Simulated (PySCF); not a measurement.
TaOBr, SMILES [O]=[Ta][Br] (connectivity only; charge and spin as stated), neutral, multiplicity 3. Geometry optimised at B3LYP-D3(BJ)/def2-TZVP. The spin state was assumed, not searched. The def2 effective core potentials stand for the cores of Ta; spin–orbit coupling is left out.

All values below come from B3LYP-D3(BJ)/def2-TZVP run with PySCF.

Harmonic wavenumbers (cm⁻¹): 137, 251, 998. Rotational constants (GHz): 15.98, 1.327, 1.225; symmetry number 1.

### Question
Work out the zero-point energy and the ideal-gas rigid-rotor harmonic-oscillator thermochemistry at 298.15 K and 1 atm.

### Answer
ZPE = ½ Σ hcν = ½ × 1385 cm⁻¹ = 1.98 kcal/mol. H − E(el) = 5.10 kcal/mol. Entropy in cal/(mol K): translation 42.75, rotation 26.92, vibration 4.66, spin 2.18, total 76.52. G − E(el) = -17.72 kcal/mol. Cp = 12.01 cal/(mol K). Modes under 150 cm⁻¹ make the vibrational entropy uncertain.
